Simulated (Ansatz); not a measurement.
Molecule: GeH3 (charge 0, doublet). 
Coordinates optimised at B3LYP-D3(BJ)/def2-TZVP (Ansatz, a quantum-chemistry and plane-wave program):
SMILES: [GeH3]
```xyz
4

Ge    -0.0167    -0.0237    -0.0294
H      0.5517    -0.9452     1.0702
H     -1.1244     0.8871     0.5402
H      1.1063     0.8180    -0.6708
```
Charge 0, spin multiplicity 2.

Computed values are from Ansatz. Correlated levels leave the core frozen unless marked. Open shells are spin-unrestricted. Spin-orbit coupling is left out. The frozen core is the preceding noble-gas configuration, with the filled d and f shells of earlier blocks. No relativistic terms. Basis-set limits of correlation are two-point, X^-3; Hartree-Fock from the larger set.

Q: What is the total energy at CCSD(T)/CBS(aug-cc-pVTZ,aug-cc-pVQZ)?

A: -2077.2630 Eh.

Q: What is the T1 diagnostic at CCSD/aug-cc-pVQZ?

A: 0.014.

Q: What is the vertical electron affinity (to the singlet; negative means unbound) at CCSD(T)/CBS(aug-cc-pVTZ,aug-cc-pVQZ)?

A: 1.02 eV.

Q: What is the dipole moment at CCSD(T)/aug-cc-pVDZ?

A: 0.11 D.

Q: What is the vertical ionisation energy (to the singlet) at CCSD(T)/CBS(aug-cc-pVTZ,aug-cc-pVQZ)?

A: 8.69 eV.
